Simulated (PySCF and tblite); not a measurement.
Values are calculated unless marked as measured or tabulated.
System: C₇H₆F (charge +1), numbered as in [CH:1]#[C:2][C+:3]([CH:4]=[CH2:5])[C:6](=[CH2:7])[F:8].

Motion: rotation about the C6–C3 bond (torsion C7–C6–C3–C2 from 0° to 180°, rising). GFN2-xTB gives an electronic barrier of 14.7 kcal/mol and a reaction energy of 1.6 kcal/mol.

The ion is treated without a counter-ion.

Task: What does PBE0/pcSseg-1 + D3(BJ), IEF-PCM chloroform give on GFN2-xTB geometries?

Result: A barrier of 16.8 kcal/mol, 2.1 above the tight-binding barrier (from unrounded values), a reaction energy of 1.8 kcal/mol and, with GFN2-xTB thermal terms, ΔG‡(298 K) = 16.1 kcal/mol and k = 19 s⁻¹ (2 equivalent paths).

Programs: tblite and PySCF.
